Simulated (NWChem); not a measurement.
# C₃H₄BFO; SMILES CC#CB(O)F

```xyz
10

C     -0.0327     3.0170     0.0074
C     -0.0110     1.5669    -0.0115
C      0.0100     0.3493    -0.0249
B      0.0261    -1.1768    -0.0440
O      1.1644    -1.8639     0.1785
F     -1.1029    -1.8539    -0.2845
H      0.0255     3.3918     1.0415
H     -0.9568     3.4099    -0.4441
H      0.8241     3.4311    -0.5467
H      1.0265    -2.8174     0.1365
```
Atoms are numbered in this order, from 1.

Level: PBE0/def2-SVP (NWChem), optimised geometry, unscaled harmonic frequencies. 

Q: List the harmonic frequencies with IR intensities, and the thermochemistry.

A: 
| frequency (cm⁻¹) | IR intensity (km/mol) |
|---|---|
| 13 | 0.0 |
| 107 | 5.3 |
| 137 | 8.7 |
| 324 | 2.4 |
| 395 | 18.4 |
| 397 | 1.5 |
| 527 | 0.1 |
| 576 | 77.5 |
| 647 | 48.3 |
| 683 | 104.8 |
| 996 | 122.9 |
| 1024 | 5.0 |
| 1030 | 5.2 |
| 1066 | 22.7 |
| 1366 | 312.8 |
| 1389 | 98.4 |
| 1437 | 8.1 |
| 1440 | 10.7 |
| 1448 | 439.0 |
| 2346 | 204.9 |
| 3054 | 8.9 |
| 3148 | 0.9 |
| 3151 | 1.3 |
| 3894 | 127.0 |

The zero-point energy comes out as 43.7 kcal/mol and the thermal correction to the enthalpy at 298.15 K (with zero-point energy) is 48.7 kcal/mol. The heat capacity Cv is 22.3 cal/(mol K), the entropy at 298.15 K and 1 atm (symmetry number 1) comes out as 85.4 cal/(mol K) and the dipole moment comes out as 0.82 D.

Rigid rotor and harmonic oscillator; modes under 100 cm⁻¹ make the entropy uncertain.
